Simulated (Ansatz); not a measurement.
Basis-set series for C$_{9}$H$_{21}$Al (`C[CH](C)[Al]([CH](C)C)[CH](C)C`). Charge 0, multiplicity 1. The geometry is a stationary point of PBE0-D4/def2-TZVP. It is one conformer, not always the lowest.

```json
{"functional": "PBE0-D4", "basis": "def2-TZVPP", "functions": "615", "energy (Eh)": "-597.63135", "HOMO (eV)": "-6.52", "LUMO (eV)": "-0.59"}
{"functional": "PBE0-D4", "basis": "def2-QZVPP", "functions": "1213", "energy (Eh)": "-597.65938", "HOMO (eV)": "-6.53", "LUMO (eV)": "-0.66"}
{"functional": "ωB97M-V", "basis": "def2-TZVPP", "functions": "615", "energy (Eh)": "-597.93655", "HOMO (eV)": "-8.71", "LUMO (eV)": "0.91"}
{"functional": "ωB97M-V", "basis": "def2-QZVPP", "functions": "1213", "energy (Eh)": "-597.96402", "HOMO (eV)": "-8.71", "LUMO (eV)": "0.67"}
```

Q: Give the rows for def2-SVP. (Best estimate.)

A: Ansatz gave: 
```json
{"functional": "PBE0-D4", "basis": "def2-SVP", "functions": "249", "energy (Eh)": "-597.16533", "HOMO (eV)": "-6.50", "LUMO (eV)": "-0.51"}
{"functional": "ωB97M-V", "basis": "def2-SVP", "functions": "249", "energy (Eh)": "-597.44518", "HOMO (eV)": "-8.69", "LUMO (eV)": "1.08"}
```

Positive LUMOs are unbound and depend on the basis.
